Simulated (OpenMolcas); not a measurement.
GeH2O (SMILES [OH][GeH]): name the method

GeH2O: 4 atoms, total charge 0, spin state singlet. As SMILES, `[OH][GeH]`. Geometry: a GFN2-xTB relaxation, a rough one for these elements and not checked as a minimum.

```xyz
4

O    -0.0737   -0.6235    0.4823
Ge    0.5282    0.5986   -0.6393
H     0.4742   -1.3469    0.7815
H    -0.9287    1.3719   -0.6244
```

Orbital energies are those of the mean-field step.

A calculation with OpenMolcas 26.06 gave:

The total energy is -2152.9937 Eh and the dipole moment is 1.72 D. The HOMO energy is -5.96 eV, the LUMO energy is -2.57 eV and the HOMO–LUMO gap is 3.40 eV. The largest force is 1.260 eV/Å.

Task: Which of these levels gave the numbers?
A. SOS-MP2/ANO-S-VDZ (RICD fitting)
B. B3LYP/3-21G
C. CISD/ANO-S-VDZP
D. TPSSh/6-31G

Result: D. The others give -2142.9796 Eh (B3LYP/3-21G), -2151.5417 Eh (SOS-MP2/ANO-S-VDZ (RICD fitting)), -2151.7138 Eh (CISD/ANO-S-VDZP).
